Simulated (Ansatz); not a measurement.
Basis-set extrapolation for C$_{3}$H$_{7}$BO (`BCC(C)=O`) (PBE0-D4/def2-TZVP geometry, frozen core, the Gaussian-basis code of Ansatz). Multiplicity 1, RHF reference.

|  | def2-TZVPP | def2-QZVPP |
| --- | --- | --- |
| HF | -217.295761 | -217.306012 |
| MP2 correlation | -0.830515 | -0.887291 |
| CCSD(T) correlation | -0.907535 | not run |

Energies in hartree. Use E(X) = E(∞) + A·exp(−7.88·√X) for Hartree–Fock and E(X) = E(∞) + B·X^(−2.97) for correlation, with X = 3 and 4, and add CCSD(T) minus MP2 of the smaller set to the MP2 limit.

Task: What is the CCSD(T) energy at the basis-set limit?

Result: HF limit: -217.306012 + (-0.010251) × 0.13774 = -217.30742. MP2 limit: -0.887291 + (-0.056776) × 0.74074 = -0.92935. Higher-order term: -0.907535 − (-0.830515) = -0.07702. Total: -218.31379 hartree, 290.1 kJ/mol below CCSD(T)/def2-TZVPP.
